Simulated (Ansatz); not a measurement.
Reaction (cleavage of the Si–Al bond): `C[CH2][AlH][SiH3]` + `OBCl` → `[SiH3]OBCl` + `C[CH2][AlH2]`

Program: Ansatz. Geometries: PBE0-D4/def2-TZVP. ΔE: electronic, gas phase. CBS: MP2 limit from def2 TZ/QZ plus the TZ coupled-cluster correction, frozen cores. This one scheme is used for every species. DFT in def2-TZVPP. Each species was taken in one conformer, which may not be the lowest.

`C[CH2][AlH][SiH3]`:

Z-matrix (Å, degrees):
```
C
C 1 1.527
H 1 1.094 2 111.7
H 1 1.094 2 112.3 3 -120.3
H 1 1.094 2 111.7 3 119.3
Al 2 1.961 1 116.6 3 -59.8
H 2 1.099 1 110.5 3 63.0
H 2 1.099 1 110.5 3 177.6
Si 6 2.463 2 119.5 1 -0.3
H 6 1.594 2 119.5 1 179.7
H 9 1.491 6 114.2 2 -179.4
H 9 1.494 6 110.8 2 59.5
H 9 1.494 6 110.9 2 -58.3
```

`OBCl`:

Z-matrix (Å, degrees):
```
B
O 1 1.340
Cl 1 1.766 2 121.0
H 1 1.189 2 119.8 3 -180.0
H 2 0.963 1 113.9 3 -0.0
```

`[SiH3]OBCl`:

Z-matrix (Å, degrees):
```
Si
O 1 1.668
H 1 1.482 2 109.7
H 1 1.479 2 105.7 3 119.2
H 1 1.482 2 109.7 3 -121.7
B 2 1.335 1 132.7 3 60.9
Cl 6 1.771 2 120.6 1 0.0
H 6 1.191 2 121.3 1 180.0
```

`C[CH2][AlH2]`:

Cartesian coordinates in Å:
```
C -0.048 1.271 -0.400
C -0.088 0.134 0.619
Al 0.140 -1.685 -0.070
H -0.184 2.251 0.067
H -0.830 1.162 -1.156
H 0.904 1.298 -0.937
H -1.036 0.152 1.176
H 0.675 0.287 1.395
H 0.122 -2.920 0.933
H 0.345 -1.950 -1.627
```

CCSD(T)/CBS gives -0.79 eV.

(1) Another level gave -0.77 eV. Which?
A. ωB97X-V/def2-TZVPP
B. PBE0-D4/def2-TZVPP
C. HF/def2-TZVPP
D. B2PLYP/def2-TZVPP

Largest T1 diagnostic among the species: 0.012.

Answers

(1) A. ωB97X-V -0.77, PBE0-D4 -0.58, B2PLYP -0.83, HF/def2-TZVPP -1.04 eV.

In def2-TZVPP, CCSD(T) changes the Hartree–Fock value by +0.28 eV (the triples alone add +0.03 eV) and MP2 by +0.18 eV. From PBE to PBE0 (25 % exact exchange), in def2-TZVPP and without D4, ΔE moves by −0.08 eV.
